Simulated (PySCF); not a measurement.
HClSi, charge -1, doublet, at a GFN2-xTB geometry (a state made from the parent by changing its charge; the spin is typed, not shown lowest); MP2/6-31G (PySCF).

PySCF was given this input:
```python
from pyscf import gto, scf, mp

mol = gto.Mole()
mol.atom = '''
    Si    1.011049   -0.273430    0.886474
    H     1.945898   -0.440226   -0.296060
    Cl   -0.947094    0.251073   -0.712622
'''
mol.basis = '6-31g'
mol.charge = -1
mol.spin = 1
mol.verbose = 5
mol.build()

mf = scf.UHF(mol)
mf.kernel()

pt = mp.MP2(mf)
pt.kernel()
print('E(MP2) = %.10f' % pt.e_tot)
```

Output, abridged:

```
PySCF version 2.14.0

[INPUT] verbose = 5
[INPUT] max_memory = 4000
[INPUT] num. atoms = 3
[INPUT] num. electrons = 33
[INPUT] charge = -1
[INPUT] spin (= nelec alpha-beta = 2S) = 1
[INPUT] symmetry False subgroup None
[INPUT] Mole.unit = angstrom
[INPUT] Symbol           X                Y                Z      unit          X                Y                Z       unit  Magmom
[...]
[INPUT] ---------------- BASIS SET ----------------
[INPUT] l, kappa, [nprim/nctr], expnt,             c_1 c_2 ...
[INPUT] Cl
[...]
                                3780.35           0.014034
                                860.474           0.069097
                                242.145           0.237452
                                77.3349           0.483034
                                26.247            0.339856
[...]
                                116.984           -0.030714
                                37.4153           -0.112528
                                13.7834           0.045016
                                5.45215           0.589353
                                2.22588           0.465206
[...]
                                1.14427           0.061589
                                0.420377          1.06018
[...]
                                116.984           0.030318
                                37.4153           0.12988
                                13.7834           0.327951
                                5.45215           0.453527
                                2.22588           0.252154
[...]
                                1.14427           0.323572
                                0.420377          0.743507
[...]
[INPUT] Si
[...]
                                2425.58           0.0149288
                                553.867           0.0728478
                                156.34            0.24613
                                50.0683           0.485914
                                17.0178           0.325002
[...]
                                69.8731           -0.0357146
                                22.3363           -0.114985
                                8.15039           0.0935634
                                3.13458           0.603017
                                1.22543           0.418959
[...]
                                0.572922          0.00431572
                                0.222192          1.09818
[...]
                                69.8731           0.0326679
[...]
 -2.39189199e-01 -2.20726610e-01 -2.12192334e-01 -1.59647337e-01
 -8.63609847e-02  2.47370688e-01  3.73733269e-01  4.83678927e-01
  5.57397327e-01  5.77980596e-01  5.89512274e-01  8.32007288e-01
  8.77551817e-01  8.79958204e-01  1.02014576e+00  1.39324559e+00]
  beta  mo_energy =
[-104.55608667  -68.58962336  -10.29132378   -7.75985482   -7.75760453
   -7.75707476   -5.94595747   -4.04925214   -4.04800797   -4.03807211
   -0.80404044   -0.4200716    -0.23557316   -0.21188469   -0.21014557
   -0.13770291    0.24459322    0.26691095    0.39429326    0.50651693
    0.58630178    0.60517955    0.628895      0.83539634    0.88047681
    0.88278249    1.02489749    1.38987894]
multiplicity <S^2> = 0.75823341  2S+1 = 2.0082165
E1 = -1157.4118507631435  E2 = 351.78672421459925  Ecoul = 400.21421649581833  Exc = -48.42749228121909
cycle= 12 E= -748.966620296658  delta_E= -7.81e-10  |g|= 4.59e-06  |ddm|= 0.000106
  alpha mo_energy =
[-1.04556184e+02 -6.85942717e+01 -1.02914320e+01 -7.75904284e+00
 -7.75829896e+00 -7.75766223e+00 -5.95187115e+00 -4.06044204e+00
 -4.05232875e+00 -4.05063680e+00 -8.05613846e-01 -4.70222263e-01
 -2.39189618e-01 -2.20726891e-01 -2.12192379e-01 -1.59647430e-01
 -8.63611060e-02  2.47370758e-01  3.73733066e-01  4.83679316e-01
  5.57397239e-01  5.77980948e-01  5.89512213e-01  8.32007008e-01
  8.77551611e-01  8.79958061e-01  1.02014564e+00  1.39324483e+00]
  beta  mo_energy =
[-104.55608784  -68.5896225   -10.29132471   -7.75985582   -7.75760551
   -7.75707569   -5.94595682   -4.04925153   -4.0480075    -4.03807144
   -0.80404104   -0.42007099   -0.2355732    -0.21188517   -0.21014598
   -0.13770242    0.24459334    0.26691102    0.3942936     0.50651702
    0.58630202    0.60517999    0.62889545    0.83539596    0.88047643
    0.88278222    1.02489716    1.38988002]
multiplicity <S^2> = 0.75823371  2S+1 = 2.0082168
E1 = -1157.4118558048333  E2 = 351.7867292562418  Ecoul = 400.21422183679056  Exc = -48.427492580548744
Extra cycle  E= -748.966620296705  delta_E= -4.71e-11  |g|= 3.09e-06  |ddm|= 1.38e-05
converged SCF energy = -748.966620296705  <S^2> = 0.75823371  2S+1 = 2.0082168

******** <class 'pyscf.mp.ump2.UMP2'> ********
nocc = (np.int64(17), np.int64(16)), nmo = (28, 28)
transform (ia|jb) incore
E(UMP2) = -749.050827211988  E_corr = -0.0842069152827961
E(SCS-UMP2) = -749.053057023919  E_corr = -0.0864367272133678
E_corr(same-spin) = -0.0168595051453702
E_corr(oppo-spin) = -0.0673474101374259
E(MP2) = -749.0508272120
```
